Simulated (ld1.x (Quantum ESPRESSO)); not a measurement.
# Which change was made? (O, TM)

O (Z = 8), norm-conserving Troullier–Martins (Kleinman–Bylander form), made with ld1.x (Quantum ESPRESSO) 7.5 (revPBE, non-relativistic). Core [He], reference 2s2 2p4. Waves: 2s (bound): rc 0.65 bohr; 2p (bound): rc 1.75 bohr. Local part: all-electron potential smoothed inside 1.00 bohr (lloc = -2). Core correction: Bessel-smoothed model core inside 0.50 bohr.

Cutoffs, loose and tight: the cutoffs (Ry, on a coarse ladder) from which the occupation-weighted sum of valence levels, in a spherical-Bessel basis at the reference potential, stays within 10 and 1 mRy of its value at 400 Ry. They do not see the model core or the augmentation charge, which bear on the density cutoff. Test errors are all-electron minus pseudo excitation energies from the reference, over the configurations 2s2 2p3; 2s2 2p2; 2s2 2p1; 2s2 2p3.5; 2s2 2p0; 2s1 2p4; 2s2 2p4.3; variants that change the core or the reference have their own tests.

The base gives: outcome: generated; cutoff, loose: 140 Ry; cutoff, tight: 300 Ry; bound ghosts: none; largest test error (meV): +3973.

(1) After one change the result is: outcome: generated; cutoff, loose: 80 Ry; cutoff, tight: 110 Ry; bound ghosts: none; largest test error (meV): +159. Which change was it?
A. wave 2s (bound): rc 0.65 bohr becomes 2s (bound): rc 0.76 bohr
B. type ultrasoft; waves now 2s (bound): rcut 0.55, rcutus 0.65 bohr; 2s channel at -1.25 Ry: rcut 0.55, rcutus 0.65 bohr; 2p (bound): rcut 1.50, rcutus 1.75 bohr; 2p channel at 0.05 Ry: rcut 1.50, rcutus 1.75 bohr; local potential all-electron potential smoothed inside 0.85 bohr (lloc = -1); augmentation PSQ, radius 0.45 bohr
C. reference 2s2 2p2

Results:

(1) B. The others give: wave 2s (bound): rc 0.65 bohr becomes 2s (bound): rc 0.76 bohr → outcome: generated; cutoff, loose: 80 Ry; cutoff, tight: 200 Ry; bound ghosts: none; largest test error (meV): +3961 | reference 2s2 2p2 → outcome: generated; cutoff, loose: 160 Ry; cutoff, tight: 300 Ry; bound ghosts: none; largest test error (meV): +870.
